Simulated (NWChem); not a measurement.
System: C₂H₃ClF₂; SMILES CC(F)(F)Cl

Input file for NWChem:

```
start job
memory heap 200 mb stack 900 mb global 1100 mb
geometry units angstroms
  C     -1.372420    -0.905599     0.000000
  C      0.023552    -0.352687     0.000000
  F      0.702045    -0.766244    -1.077160
  F      0.702045    -0.766244     1.077160
  Cl     0.024837     1.434702     0.000000
  H     -1.907632    -0.567797    -0.895898
  H     -1.907632    -0.567797     0.895898
  H     -1.310122    -2.003335     0.000000
end
basis spherical
  * library 6-31g*
end
dft
  xc hfexch
  iterations 150
end
driver
  maxiter 120
end
task dft optimize
task dft freq
```

Excerpt of the output:

```
             Northwest Computational Chemistry Package (NWChem) 7.3.0
             --------------------------------------------------------

 CS  symmetry detected

                             Geometry "geometry" -> ""
                             -------------------------

 Output coordinates in angstroms (scale by  1.889725989 to convert to a.u.)

  No.       Tag          Charge          X              Y              Z
 ---- ---------------- ---------- -------------- -------------- --------------
    1 C                    6.0000    -1.36506630    -0.91005194     0.00000000
    2 C                    6.0000     0.02835323    -0.35073850     0.00000000
    3 F                    9.0000     0.70873723    -0.76117698    -1.07716000
    4 F                    9.0000     0.70873723    -0.76117698     1.07716000
    5 Cl                  17.0000     0.02143441     1.43663757     0.00000000
    6 H                    1.0000    -1.90182311    -0.57471003    -0.89589800
    7 H                    1.0000    -1.90182311    -0.57471003     0.89589800
    8 H                    1.0000    -1.29773054    -2.00749044     0.00000000

 Effective nuclear repulsion energy (a.u.)     246.2091906597

      Symmetry information
      --------------------

 Group name             Cs
 Group number              2
 Group order               2
 No. of unique centers     6

                                Z-matrix (autoz)
                                --------

 Units are Angstrom for bonds and degrees for angles

      Type          Name      I     J     K     L     M      Value
      ----------- --------  ----- ----- ----- ----- ----- ----------
    1 Stretch                  1     2                       1.50148
    2 Stretch                  1     6                       1.09690
    3 Stretch                  1     7                       1.09690
    4 Stretch                  1     8                       1.09950
    5 Stretch                  2     3                       1.33853
    6 Stretch                  2     4                       1.33853
    7 Stretch                  2     5                       1.78739
    8 Bend                     1     2     3               110.94680
    9 Bend                     1     2     4               110.94680
   10 Bend                     1     2     5               111.64856
   11 Bend                     2     1     6               109.89141
   12 Bend                     2     1     7               109.89141
   13 Bend                     2     1     8               108.35924
   14 Bend                     3     2     4               107.16935
   15 Bend                     3     2     5               107.97486
   16 Bend                     4     2     5               107.97486
   17 Bend                     6     1     7               109.52204
   18 Bend                     6     1     8               109.57931
   19 Bend                     7     1     8               109.57931
   20 Torsion                  3     2     1     6         -60.20097
   21 Torsion                  3     2     1     7         179.21272
   22 Torsion                  3     2     1     8          59.50587
   23 Torsion                  4     2     1     6        -179.21272
   24 Torsion                  4     2     1     7          60.20097
   25 Torsion                  4     2     1     8         -59.50587
   26 Torsion                  5     2     1     6          60.29316
   27 Torsion                  5     2     1     7         -60.29316
   28 Torsion                  5     2     1     8         180.00000

  xc_inp: hfexch multiplicative factor not found.

                           NWChem Geometry Optimization
                           ----------------------------

[...]

      ----------------------
      Optimization converged
      ----------------------

  Step       Energy      Delta E   Gmax     Grms     Xrms     Xmax
  ---- ---------------- -------- -------- -------- -------- --------
@    5    -735.83962548 -8.4D-08  0.00003  0.00001  0.00016  0.00051
                                     ok       ok       ok       ok

                                Z-matrix (autoz)
                                --------

 Units are Angstrom for bonds and degrees for angles

      Type          Name      I     J     K     L     M      Value     Gradient
      ----------- --------  ----- ----- ----- ----- ----- ---------- ----------
    1 Stretch                  1     2                       1.50366    0.00003
    2 Stretch                  1     6                       1.08074    0.00000
    3 Stretch                  1     7                       1.08074    0.00000
    4 Stretch                  1     8                       1.08327    0.00000
    5 Stretch                  2     3                       1.32849   -0.00000
    6 Stretch                  2     4                       1.32849   -0.00000
    7 Stretch                  2     5                       1.77361   -0.00001
    8 Bend                     1     2     3               110.60580    0.00001
    9 Bend                     1     2     4               110.60580    0.00001
   10 Bend                     1     2     5               112.61346   -0.00000
   11 Bend                     2     1     6               110.04872   -0.00001
   12 Bend                     2     1     7               110.04872   -0.00001
   13 Bend                     2     1     8               107.93814    0.00000
   14 Bend                     3     2     4               107.05489   -0.00001
   15 Bend                     3     2     5               107.87278   -0.00000
   16 Bend                     4     2     5               107.87278   -0.00000
   17 Bend                     6     1     7               109.72676   -0.00000
   18 Bend                     6     1     8               109.52563    0.00001
   19 Bend                     7     1     8               109.52563    0.00001
   20 Torsion                  3     2     1     6         -60.26301   -0.00001
   21 Torsion                  3     2     1     7         178.69521    0.00001
   22 Torsion                  3     2     1     8          59.21610    0.00000
   23 Torsion                  4     2     1     6        -178.69521   -0.00001
   24 Torsion                  4     2     1     7          60.26301    0.00001
   25 Torsion                  4     2     1     8         -59.21610   -0.00000
   26 Torsion                  5     2     1     6          60.52089   -0.00001
   27 Torsion                  5     2     1     7         -60.52089    0.00001
   28 Torsion                  5     2     1     8         180.00000    0.00000

[...]

 Rotational Constants
 --------------------
 A=   0.178528 cm-1  (  0.256857 K)
 B=   0.109325 cm-1  (  0.157290 K)
 C=   0.106191 cm-1  (  0.152782 K)

 Temperature                      =   298.15K
 frequency scaling parameter      =   1.0000

 Zero-Point correction to Energy  =   34.418 kcal/mol  (  0.054849 au)
 Thermal correction to Energy     =   37.482 kcal/mol  (  0.059731 au)
 Thermal correction to Enthalpy   =   38.074 kcal/mol  (  0.060674 au)

 Total Entropy                    =   72.268 cal/mol-K
   - Translational                =   39.700 cal/mol-K (mol. weight =  99.9891)
   - Rotational                   =   26.145 cal/mol-K (symmetry #  =        1)
   - Vibrational                  =    6.423 cal/mol-K

 Cv (constant volume heat capacity) =   16.500 cal/mol-K
   - Translational                  =    2.979 cal/mol-K
   - Rotational                     =    2.979 cal/mol-K
   - Vibrational                    =   10.541 cal/mol-K

[normal modes left out]

 ----------------------------------------------------------------------------
 Normal Eigenvalue ||           Projected Infra Red Intensities
  Mode   [cm**-1]  || [atomic units] [(debye/angs)**2] [(KM/mol)] [arbitrary]
 ------ ---------- || -------------- ----------------- ---------- -----------
    1       -0.000 ||    0.000144           0.003         0.141       0.038
    2        0.000 ||    0.000150           0.003         0.146       0.039
    3        0.000 ||    0.000853           0.020         0.831       0.224
    4        0.000 ||    0.000139           0.003         0.136       0.037
    5        0.000 ||    0.001044           0.024         1.018       0.275
    6        0.000 ||    0.001345           0.031         1.311       0.354
    7      271.759 ||    0.000010           0.000         0.010       0.003
    8      328.654 ||    0.000964           0.022         0.940       0.254
    9      365.937 ||    0.000701           0.016         0.683       0.184
   10      462.972 ||    0.000143           0.003         0.140       0.038
   11      471.690 ||    0.000650           0.015         0.634       0.171
   12      583.618 ||    0.021112           0.487        20.581       5.553
   13      738.832 ||    0.064189           1.481        62.575      16.883
   14     1011.443 ||    0.135019           3.115       131.623      35.514
   15     1100.936 ||    0.044768           1.033        43.642      11.775
   16     1258.368 ||    0.207572           4.789       202.352      54.597
   17     1379.949 ||    0.168732           3.893       164.488      44.381
   18     1383.117 ||    0.207204           4.780       201.993      54.500
   19     1583.155 ||    0.034502           0.796        33.634       9.075
   20     1623.968 ||    0.000206           0.005         0.201       0.054
   21     1625.746 ||    0.000818           0.019         0.798       0.215
   22     3239.435 ||    0.004931           0.114         4.807       1.297
   23     3320.422 ||    0.009265           0.214         9.032       2.437
   24     3337.515 ||    0.007992           0.184         7.791       2.102
 ----------------------------------------------------------------------------
```

Level: Hartree-Fock/6-31G* (spherical d).
